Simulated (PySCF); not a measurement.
Be2F2, SMILES [F][Be][Be][F].

Geometry optimised at PBE0-D3(BJ)/def2-TZVP. One conformer was computed; it need not be the lowest.

Two levels are set side by side: TDA-PBE/def2-TZVPD (PySCF) and TDA-B3LYP/def2-TZVPD (PySCF). Vertical, same geometry. The lowest singlet is HOMO→LUMO 93 % with PBE and HOMO→LUMO 97 % with the other functional; states are paired by order. Differences are taken from unrounded values.

| quantity | TDA-B3LYP | TDA-PBE | TDA-PBE minus TDA-B3LYP |
|---|---|---|---|
| lowest singlet excitation (eV) | 6.21 | 6.09 | -0.12 |
| lowest triplet excitation (TDA) (eV) | 4.09 | 3.87 | -0.23 |
| first bright state (f over 0.05) (eV) | 6.21 | 6.09 | -0.12 |
| its oscillator strength | 0.40 | 0.38 | -0.02 |

Rough cost on one machine, each run with all the roots and properties that it gave: TDA-B3LYP against TDA-PBE about 2 times.
